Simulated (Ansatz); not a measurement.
Input file for Ansatz (a program for electronic structure): R-RI-MP2/cc-pVQZ on C3H8O2 (SMILES COCOC). The basis file is the Basis Set Exchange's JSON of that set.

Ansatz 0.2 input:
```yaml
crystal:
  periodic: [false, false, false]
  atoms:
    - {symbol: C, position_ang: [1.50075753, 0.75491261, 1.27572358]}
    - {symbol: O, position_ang: [0.18024557, 0.31407345, 1.56161282]}
    - {symbol: C, position_ang: [-0.62321119, 0.18888869, 0.44568501]}
    - {symbol: O, position_ang: [-0.16250594, -0.87128089, -0.36587649]}
    - {symbol: C, position_ang: [-0.89791871, -0.99469371, -1.56386358]}
    - {symbol: H, position_ang: [2.05211287, 0.00942279, 0.69975203]}
    - {symbol: H, position_ang: [1.48228155, 1.69900301, 0.71750963]}
    - {symbol: H, position_ang: [1.99186269, 0.91406215, 2.23349711]}
    - {symbol: H, position_ang: [-1.63696238, -0.01981265, 0.80740844]}
    - {symbol: H, position_ang: [-0.62721517, 1.12075079, -0.14933003]}
    - {symbol: H, position_ang: [-0.46761752, -1.82323551, -2.12293084]}
    - {symbol: H, position_ang: [-0.83548993, -0.08237402, -2.17150228]}
    - {symbol: H, position_ang: [-1.95633937, -1.20981668, -1.36768539]}
basis:
  gaussian:
    orbitals: cc-pVQZ
    fitting: {mean_field: def2-universal-JKFIT, correlation: cc-pVQZ-RIFIT.json}
magnetization: {spin_polarized: false}
correlation: {method: mp2, electrons: outside_noble_gas}
scf: {lower_state_search: off}
```

Program output:

```
WARN ansatz: RAYON_NUM_THREADS=4 ignored (pool sized by the plan → 4); use --threads N
Functional definition: HF
these checks for a lower state are left out or cut short: stability, starts, cluster_reference, orbital_swaps, neighbouring_geometries, increment
integrals: 0.95 GiB planned
523 factors; integrals over basis functions are off by at most 4.0e0 eV
mean field: 1.51 GiB planned
mean field evaluation 1: about -7291.5596 eV, gradient 3.7e1 eV
mean field evaluation 2: about -7294.0821 eV, gradient 1.8e1 eV
mean field evaluation 4: about -7294.6682 eV, gradient 7.6e-1 eV
mean field -7294.67009295 eV, -268.0741814109 hartree, gradient 2.2e-6 eV, S^2 0.000000; 0 other end points of the search recorded, 0 dependent functions left out
5 core orbitals not correlated
1100 factors; their error is unknown
reference -7294.67009295 eV, -268.0741814109 hartree; 16, 16 occupied and 494, 494 virtual orbitals, 1100 factors
second order -29.15247251 eV of doubles, -0.00000000 eV of singles
Total energy: -7323.82256545 eV, -269.1455150152 hartree
Checks for a lower state left out: stability, starts, cluster_reference, orbital_swaps, neighbouring_geometries, increment
```

Self-consistency was reached.

Cost: around 13 core-seconds (rough).
